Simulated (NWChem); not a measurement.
# CH4BeO; SMILES [CH3][Be][OH]

```xyz
7

Be    -0.0036     0.1367     0.0143
C     -0.0010    -1.5389     0.0023
H      0.0803    -1.9634     1.0181
H      0.8439    -1.9454    -0.5804
H     -0.9230    -1.9521    -0.4425
O     -0.0114     1.5385     0.0551
H      0.0683     2.4090    -0.3160
```
Atoms are numbered in this order, from 1.

Program: NWChem. Structure relaxed at the PBE0/def2-SVP level. Core excitations by TDA in a window of 1s orbitals, non-relativistic and unshifted: absolute energies depend strongly on the exact-exchange share.

Question: Predict the results for C K edge, PBE/cc-pVTZ. Quantities: first 1s excitation (eV); dipole oscillator strength of the first.

Answer: 
```
Item                                      Value
---------------------------------------  ------
first 1s excitation (eV)                  267.6
dipole oscillator strength of the first  0.0015
```
